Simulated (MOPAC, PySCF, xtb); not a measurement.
Pair of molecules: H2O (SMILES O) (first 3 atoms) with CH3F (SMILES CF); geometry from B3LYP-D3(BJ)/def2-TZVP, rigid monomers moved along the line of their centres of mass till H2···F5 is 1.80 Å.
(charge 0, multiplicity 1):
```xyz
8

O      0.0004     0.4835    -0.1392
H      0.2093    -0.1354     0.5728
H     -0.4386    -0.0408    -0.8158
C     -0.2244     0.6231     2.9396
F      0.2338    -0.5515     2.3247
H     -0.5301     1.3174     2.1587
H     -1.0662     0.3633     3.5805
H      0.5922     1.0380     3.5292
```

Interaction energies are E(AB) − E(A) − E(B) at the monomers' geometry in the complex; basis-set methods are counterpoise corrected. Rows marked so take none.

Rows in 6-31G*, STO-3G carry no dispersion term and start afresh at each structure (6-31G* with six Cartesian d functions). The state reached by AM1 isn't checked.

The values were computed with MOPAC for AM1 (differences of heats of formation); PySCF for 6-31G* rows, STO-3G rows; xtb for the GFN methods. Values without a source in brackets are computed.

Question: One of these levels gives -2.83 kcal/mol for the interaction energy. Which?
A. AM1
B. HF/STO-3G (no counterpoise)
C. BP86/6-31G* (no counterpoise)
D. GFN-FF

Answer: B, HF/STO-3G (no counterpoise). The others give -3.24 (GFN-FF), -0.88 (AM1), -5.42 (BP86/6-31G* (no counterpoise))
